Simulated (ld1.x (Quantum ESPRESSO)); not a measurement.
Varying the TM potential for Rb

Base potential:

| Item | Value |
| --- | --- |
| Element | rubidium |
| Generator | ld1.x (Quantum ESPRESSO) 7.5 |
| Type | norm-conserving Troullier–Martins (Kleinman–Bylander form) |
| Functional | LDA (PZ) |
| Relativity | scalar-relativistic |
| Frozen core | [Ar] 3d10 |
| Valence charge | 9 |
| Reference configuration | 4s2 4p6 5s1 5p0 |
| Partial waves | 4s (bound): rc 2.10 bohr; 4p (bound): rc 1.65 bohr; 4f channel at -0.2 Ry: rc 1.90 bohr; 4d channel at 0.05 Ry: rc 2.30 bohr |
| Local potential | the d channel |
| Core correction | none |

Occupied shells without a wave of their own: 5s. They enter only through the test configuration that unscreens the potential.

All-electron outer shells of the reference configuration (LDA (PZ), scalar-relativistic, ld1.x):

| shell | level (eV) | outermost node (bohr) | outermost maximum (bohr) |
| --- | --- | --- | --- |
| 3d | -104.21 | – | 0.39 |
| 4s | -31.97 | 0.62 | 1.25 |
| 4p | -16.03 | 0.64 | 1.42 |
| 5s | -2.37 | 1.79 | 4.22 |
| 5p | -0.79 | 2.20 | 6.14 |

Cutoffs, loose and tight: the cutoffs (Ry, on a coarse ladder) from which the occupation-weighted sum of valence levels, in a spherical-Bessel basis at the reference potential, stays within 10 and 1 mRy of its value at 400 Ry. They do not see the model core or the augmentation charge, which bear on the density cutoff. Test errors are all-electron minus pseudo excitation energies from the reference, over the configurations 4s2 4p6 5s0 5p0; 4s2 4p6 5s0.5 5p0; 4s2 4p6 5s0 5p1; 4s2 4p5 5s1 5p0; 4s1 4p6 5s1 5p0 (two spin-polarised tests are not counted in the largest error). A dash means not determined; rows that change the core or the reference have their own tests. The largest error is taken over the tests solved by every variant that gives reliable tests at all: 4s1 4p6 5s1 5p0; 4s2 4p5 5s1 5p0; 4s2 4p6 5s0 5p0; 4s2 4p6 5s0.5 5p0.

On the changes marked as counting shells twice: ld1.x takes every shell without a wave as core, so the model core holds the marked electrons as well and exchange and correlation see them twice. This cancels in the reference configuration, but the file is broken for other ones, and its errors say nothing about a proper core correction.

```tsv
change	outcome	cutoff, loose	cutoff, tight	bound ghosts	largest test error (meV)
base	generated	35 Ry	70 Ry	none	-46
functional PBE	generated	35 Ry	70 Ry	none	-46
wave 4f channel at -0.2 Ry: rc 1.90 bohr becomes 4f channel at 0.99 Ry: rc 1.90 bohr	generated	35 Ry	70 Ry	none	-46
wave 4s (bound): rc 2.10 bohr becomes 4s (bound): rc 2.46 bohr	generated	35 Ry	70 Ry	none	-129
local potential the s channel	generated, misses its reference levels by 0.18 eV	35 Ry	70 Ry	none	-304
wave 4d channel at 0.05 Ry: rc 2.30 bohr becomes 4d channel at 0.05 Ry: rc 2.10 bohr	generated	35 Ry	70 Ry	none	-51
all radii scaled by about 1.39 (s 2.92, p 2.28, d 3.20, f 2.64 bohr)	generated, misses its reference levels by 0.23 eV	15 Ry	25 Ry	none	-396
type RRKJ; local potential the s channel; rho0 0.02	generated, misses its reference levels by 0.18 eV	45 Ry	60 Ry	none	-304
wave 4f channel at -0.2 Ry: rc 1.90 bohr becomes 4f channel at -0.2 Ry: rc 2.60 bohr	generated	35 Ry	70 Ry	none	-46
core correction a·sin(br)/r model core inside 1.86 bohr (5s counted twice)	generated	35 Ry	70 Ry	none	-250
wave 4d channel at 0.05 Ry: rc 2.30 bohr becomes 4d channel at 0.05 Ry: rc 2.60 bohr	generated	35 Ry	70 Ry	none	-35
```

Problem. What comes out with this change to the base: wave 4p (bound): rc 1.65 bohr becomes 4p (bound): rc 2.04 bohr?

Solution. outcome: generated; cutoff, loose: 25 Ry; cutoff, tight: 40 Ry; bound ghosts: none; largest test error (meV): -30.
